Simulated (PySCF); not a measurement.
C2Fe, neutral, multiplicity 5. Atoms are numbered in the order given.

```xyz
3

Fe     0.0000     0.0000     0.7624
C      0.0000     0.0000    -1.0145
C      0.0000     0.0000    -2.2892
```
Charge 0, spin multiplicity 5.

Coordinates come from a B3LYP-D3(BJ)/def2-TZVP optimisation. The multiplicity is an assumed one; other spin states were not compared.

These are PySCF with r2SCAN/def2-TZVPD values and carry that method's errors.

Task: Estimate the frontier levels, dipole moment and polarisability. (The exact figures need the calculation; the answer reports its results.)

Result: 
```yaml
"α spin, highest occupied and lowest empty level": -6.01 and -4.16 eV
"β spin, highest occupied and lowest empty level": -5.51 and -4.30 eV
dipole_moment: 8.02 D
mean_static_polarisability: 74.3 bohr³ (11.01 Å³)
polarisability_principal_values: 44.7, 44.7, 133.5 bohr³
"⟨S²⟩": 6.096 (pure state 6.00)
```
